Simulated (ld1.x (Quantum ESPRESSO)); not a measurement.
# S (Z = 16): excitation energies, all-electron against TM

ld1.x (Quantum ESPRESSO) 7.5 input, shortened:

```
&input
   title='S', zed=16., rel=2, dft='PBESOL', iswitch=3,
   config='[Ne] 3s2 3p3 3d-2', rel_dist='average'
 /
 &inputp
   pseudotype=2, tm=.true., lloc=0,
   nlcc=.false.
 /
3
3P  2  1   3.00   0.00  1.65  1.65  0.0
3D  3  2  -2.00   0.15  1.75  1.75  0.0
3S  1  0   2.00   0.00  1.15  1.15  0.0
 &test
   configts(1)='3s2 3p3'
 /
```

Open shells are filled in proportion to 2j + 1 (rel_dist='average').

Energies are relative to the spin-unpolarised reference configuration 3s2 3p3; without spin polarisation the order of configurations can differ from experiment.

Task: Give the all-electron excitation energy and the error of the potential for: 3s2 3p4; 3s2 3p2; 3s2 3p1; 3s2 3p0; 3s0 3p6; 3s2 3p3.5; 3s2 3p4.3.

Result:

```
valence configuration  charge  ΔE all-electron (eV)  error AE − PS (meV)
              3s2 3p4       0               -11.733                 +4.7
              3s2 3p2      +2                22.241                  +12
              3s2 3p1      +3                56.241                  +70
              3s2 3p0      +4               103.000                 +218
              3s0 3p6       0                 8.945                  +35
            3s2 3p3.5    +0.5                -7.090                 +1.6
            3s2 3p4.3    -0.3               -13.434                 +6.6
```

Levels in the configuration 3s2 3p4.3:

| level | all-electron (eV) | pseudo (eV) |
| --- | --- | --- |
| 3s j=1/2 | -14.435 | -14.441 |
| 3p j=1/2 | -4.441 | -4.447 |
| 3p j=3/2 | -4.361 | -4.367 |
